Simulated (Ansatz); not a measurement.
## A relaxation, step by step

ZnNH4ClO, closed shell, PBE0-D4/def2-TZVP (Ansatz 0.2.0). Settings:

```yaml
hamiltonian: {xc: pbe0, dispersion: d4}
relax: {f_tol: 0.005, max_steps: 200}
```

Start, a step off a saddle point along its unstable mode:

```xyz
8
angstrom
Zn -0.6700 -0.6200 -0.6014
O 1.2333 -0.6665 -0.3797
Cl -2.1679 -1.5484 -1.7781
H 0.6934 0.3814 0.5102
N -0.1936 0.7357 0.8318
H 1.9296 -0.5529 -1.0276
H -0.3940 1.7128 0.6436
H -0.4308 0.5579 1.8012
```

```
step  energy less the last (meV)  largest force component (eV/Å)
   1                       679.8                           3.245
   2                       421.3                           0.737
   3                       228.9                           0.776
   4                       140.6                           1.631
   5                        77.6                           1.439
   6                        33.1                           0.819
   7                         7.8                           0.166
   8                         5.0                           0.388
   9                         1.0                           0.070
  10                         0.3                           0.048
  11                         0.0                           0.025
  12                         0.0                           0.006
  13                         0.0                           0.001
```

Step 7, positions (Å) and forces (eV/Å):

```
atom       x       y       z      Fx      Fy      Fz
 Zn1  -0.284  -0.662  -0.743  -0.051   0.032   0.019
  O2   1.533  -0.634  -0.680   0.009   0.022   0.002
 Cl3  -2.203  -1.268  -1.464   0.041   0.015   0.020
  H4   0.691   0.876   0.938  -0.013   0.047   0.069
  N5  -0.316   0.763   0.860  -0.166   0.026   0.012
  H6   2.013  -1.159  -1.319   0.006  -0.037  -0.025
  H7  -0.746   1.663   0.668   0.093  -0.148   0.011
  H8  -0.688   0.422   1.741   0.082   0.044  -0.109
```

Step 10, positions (Å) and forces (eV/Å):

| atom | x | y | z | Fx | Fy | Fz |
| --- | --- | --- | --- | --- | --- | --- |
| Zn1 | -0.228 | -0.644 | -0.736 | 0.022 | 0.007 | 0.007 |
| O2 | 1.588 | -0.660 | -0.743 | 0.005 | -0.029 | -0.028 |
| Cl3 | -2.182 | -1.215 | -1.396 | -0.003 | -0.002 | -0.001 |
| H4 | 0.661 | 0.954 | 1.039 | 0.002 | 0.011 | 0.012 |
| N5 | -0.321 | 0.765 | 0.865 | -0.048 | 0.015 | 0.000 |
| H6 | 2.013 | -1.235 | -1.380 | -0.027 | 0.029 | 0.027 |
| H7 | -0.791 | 1.634 | 0.639 | 0.030 | -0.030 | -0.003 |
| H8 | -0.741 | 0.402 | 1.713 | 0.018 | -0.001 | -0.015 |

Step 11, positions (Å) and forces (eV/Å):

```tsv
atom	x	y	z	Fx	Fy	Fz
Zn1	-0.220	-0.645	-0.730	0.009	0.002	-0.004
O2	1.595	-0.668	-0.749	-0.004	0.001	0.001
Cl3	-2.177	-1.208	-1.386	-0.005	-0.002	0.000
H4	0.657	0.962	1.058	-0.025	-0.003	-0.003
N5	-0.321	0.764	0.866	0.013	0.003	0.016
H6	2.010	-1.238	-1.397	-0.001	-0.001	0.000
H7	-0.791	1.630	0.629	0.005	0.000	-0.004
H8	-0.753	0.403	1.709	0.006	0.000	-0.006
```

Last step (13):

Zn1  (-0.217, -0.644, -0.731)
O2  (1.598, -0.667, -0.753)
Cl3  (-2.177, -1.210, -1.379)
H4  (0.655, 0.959, 1.067)
N5  (-0.321, 0.765, 0.867)
H6  (2.010, -1.238, -1.401)
H7  (-0.786, 1.632, 0.624)
H8  (-0.762, 0.404, 1.705)
(Å)

The run took about 19 s on 8 CPU threads of an Arm Neoverse V2 (shared host).
